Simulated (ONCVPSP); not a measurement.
**LDA (Perdew-Wang 92) ONCV dataset for iodine (I), scalar-relativistic all-electron reference.**

Input for ONCVPSP 4.0.1:

```
# ATOM AND REFERENCE CONFIGURATION
# atsym  z   nc   nv     iexc    psfile
  I 53.00    9    2  -001012      upf
#
#   n    l    f
    1    0    2.00
    2    0    2.00
    2    1    6.00
    3    0    2.00
    3    1    6.00
    3    2   10.00
    4    0    2.00
    4    1    6.00
    4    2   10.00
    5    0    2.00
    5    1    5.00
#
# PSEUDOPOTENTIAL AND OPTIMIZATION
# lmax
    2
#
#   l,   rc,      ep,       ncon, nbas, qcut
    0    1.80    0.00    4    9    4.10
    1    1.85    0.00    4    7    3.60
    2    2.05    0.28    3    6    4.60
#
# LOCAL POTENTIAL
# lloc, lpopt,  rc(5),   dvloc0
    4    2    1.35    0.00
#
# VANDERBILT-KLEINMAN-BYLANDER PROJECTORs
# l, nproj, debl
    0    2    3.90
    1    2    2.40
    2    3    3.20
#
# MODEL CORE CHARGE
# icmod, fcfact, rcfact
    3    2.50    1.20
#
# LOG DERIVATIVE ANALYSIS
# epsh1, epsh2, depsh
   -2.00    5.00    0.02
#
# OUTPUT GRID
# rlmax, drl
    6.00    0.01
#
# TEST CONFIGURATIONS
# ncnf
    4
# nvcnf
#   n    l    f
    2
    5    0    2.00
    5    1    4.00
#
    2
    5    0    2.00
    5    1    3.00
#
    2
    5    0    2.00
    5    1    2.00
#
    2
    5    0    1.00
    5    1    5.00
#
```

Command:

```bash
oncvpsp.x < I.dat > I.out
```

The program printed (shortened: citation, most of the input echo, consistency checks and plot data are left out):

```
ONCVPSP  (Optimized Norm-Conservinng Vanderbilt PSeudopotential)
scalar-relativistic version 4.0.1

#   n    l    f        energy (Ha)
    1    0    2.00    -1.2108292E+03
    2    0    2.00    -1.8711327E+02
    2    1    6.00    -1.6803520E+02
    3    0    2.00    -3.7747094E+01
    3    1    6.00    -3.1564243E+01
    3    2   10.00    -2.2277931E+01
    4    0    2.00    -6.6207039E+00
    4    1    6.00    -4.6795107E+00
    4    2   10.00    -1.8496762E+00
    5    0    2.00    -6.4870042E-01
    5    1    5.00    -2.6602151E-01

Reference configufation results
  iterations    25
  all-electron total energy (Ha)   -7.11061200D+03

Begin loop to  construct optimized pseudo wave functions
and semi-local pseudopoentials for all angular momenta

   Wellstate for l =  0  n =  7
     eigenvalue =   3.2513
     asymptotic potential =   3.7513
     half-point radius =  3.1273

Calculating optimized projector #   1

 for l=   0

    Fraction of norm inside rc  0.448344
    Optimizing pswf for qcut=   4.11 a_B^-1,  ecut=   8.44 Ha
    Residual kinetic energy error=  1.08D-03 Ha
 ERROR pspot:  first pseudo wave function has node,          program will stop
 ERROR pspot: try changing psp parameters for this l
```

The run stopped because the optimised pseudo-wave of the first projector has a node, so the radial equation cannot be inverted for a potential.

The run took about 0.29 s on one core of a shared server CPU.
